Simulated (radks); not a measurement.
Results of a calculation; reference values are marked as such.
Q: These are the eigenvalues of the occupied orbitals of an atom or ion with whole-number occupations (hartree). Level of theory: Dirac Kohn-Sham, PBE, spin-unpolarised, spherical densities, finite nucleus; Fermi nuclear charge, rms radius of each element as measured or else 0.836 A^(1/3) + 0.57 fm (a radial shooting solver on a logarithmic mesh with Libxc functionals).

| orbital | eigenvalue |
|---|---|
| 1s1/2 | -1396.936 |
| 2s1/2 | -316.4555 |
| 2p1/2 | -307.8820 |
| 2p3/2 | -294.9603 |

Which element is it, and in what charge state? The configuration may be excited. Open shells, if any, fill j = l - 1/2 first.

A: Z = 54, xenon, charge +46: Xe46+ in [He] 2s2 2p4. The list shows which subshells hold electrons but not how many an open one holds; the 1s level, -1396.9 hartree, gives Z - s = 52.9 by -(Z - s)^2/2, which with screening and relativity narrows Z to a few neighbours, and the depths of the outer levels then fix element, charge and occupations together.
